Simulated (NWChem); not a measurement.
# SiSbH$_{3}$Cl$_{2}$; SMILES [SiH3][Sb]([Cl])[Cl]

All runs: NWChem. def2 effective core potentials on Sb; no spin-orbit coupling. Each level has its own optimisation; frequencies are unscaled.

For level PBE0/def2-SVP (core potentials):

- r Cl–Sb (Å): 2.387
- r Sb–Si (Å): 2.601

Question: Estimate the same quantities for level B3LYP/3-21G (all-electron, non-relativistic).

Answer: 
| Property | Value |
|---|---|
| r Cl–Sb (Å) | 2.499 |
| r Sb–Si (Å) | 2.683 |
